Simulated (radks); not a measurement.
Task: Species: Tl+. Configuration: [Hg]. All-electron calculation, Dirac Kohn-Sham, PBE, spin-unpolarised, spherical densities, point nucleus. Program: a radial shooting solver on a logarithmic mesh with Libxc functionals. Some entries of the table are withheld. Estimate them.

orbital  occ.  eigenvalue (hartree)  <r> (bohr)  <r^2> (bohr^2)
1s1/2       2             -3141.985     0.01631       0.0003686
2s1/2       2             -559.1545     0.06805        0.005545
2p1/2       2             -536.6483     0.05589        0.003911
2p3/2       4             -460.7237     0.06469        0.005095
3s1/2       2             -133.6516      0.1770         0.03596
3p1/2       2             -123.5251      0.1674         0.03273
3p3/2       4             -106.6453      0.1835         0.03909
3d3/2       4             -89.98022         (1)         0.02987
3d5/2       6             -86.37642         (2)         0.03160
4s1/2       2             -30.03662      0.3914          0.1731
4p1/2       2             -25.67711      0.3931          0.1760
4p3/2       4             -21.57343      0.4274          0.2077
4d3/2       4             -14.47137      0.4334          0.2171
4d5/2       6             -13.70596      0.4445          0.2281
5s1/2       2                   (3)      0.8779          0.8644
4f5/2       6              -4.53927      0.4645          0.2594
4f7/2       8              -4.37028      0.4710          0.2667
5p1/2       2              -3.60775      0.9420             (4)
5p3/2       4              -2.86515       1.036             (5)
5d3/2       4              -0.88536       1.352           2.141
5d5/2       6              -0.80425       1.407           2.323
6s1/2       2              -0.59942       2.389           6.463

Result: 
(1) 3d3/2 <r> (bohr): 0.1595
(2) 3d5/2 <r> (bohr): 0.1644
(3) 5s1/2 eigenvalue (hartree): -5.06890
(4) 5p1/2 <r^2> (bohr^2): 1.002
(5) 5p3/2 <r^2> (bohr^2): 1.214
